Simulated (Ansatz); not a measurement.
Ansatz (a program for electronic structure) input:

Ansatz 0.2 input:
```yaml
crystal:
  periodic: [false, false, false]
  atoms:
    - {symbol: C, position_ang: [2.81044064, -0.04028169, -0.58846443]}
    - {symbol: C, position_ang: [1.38271551, -0.21401153, -0.19913086]}
    - {symbol: C, position_ang: [0.61583252, 0.77702727, 0.38009581]}
    - {symbol: C, position_ang: [-0.71027985, 0.68571787, 0.77044993]}
    - {symbol: C, position_ang: [-1.58030579, -0.51812245, 0.60813710]}
    - {symbol: C, position_ang: [-2.41089395, -0.47552178, -0.68545795]}
    - {symbol: H, position_ang: [3.45878877, -0.75273607, -0.06588263]}
    - {symbol: H, position_ang: [2.96013795, -0.22028863, -1.65896877]}
    - {symbol: H, position_ang: [3.16733743, 0.96604494, -0.36346811]}
    - {symbol: H, position_ang: [0.93900328, -1.18510626, -0.38983785]}
    - {symbol: H, position_ang: [1.10432379, 1.73480016, 0.54447088]}
    - {symbol: H, position_ang: [-1.17707403, 1.57447206, 1.18025777]}
    - {symbol: H, position_ang: [-2.26118989, -0.58977626, 1.46151954]}
    - {symbol: H, position_ang: [-0.97790509, -1.42931804, 0.61664843]}
    - {symbol: H, position_ang: [-3.04837966, 0.41028917, -0.71095505]}
    - {symbol: H, position_ang: [-1.75871954, -0.44094769, -1.55944916]}
    - {symbol: H, position_ang: [-3.05137756, -1.35627961, -0.76811278]}
basis:
  gaussian:
    orbitals: 6-31G*
hamiltonian:
  xc: {name: PBE0}
magnetization: {spin_polarized: true, initial_magnetization: 1}
```

Question: What final total energy does it print?

Answer: -234.91188 Eh (PBE0/6-31G*).

It need not be the lowest isomer of its formula.
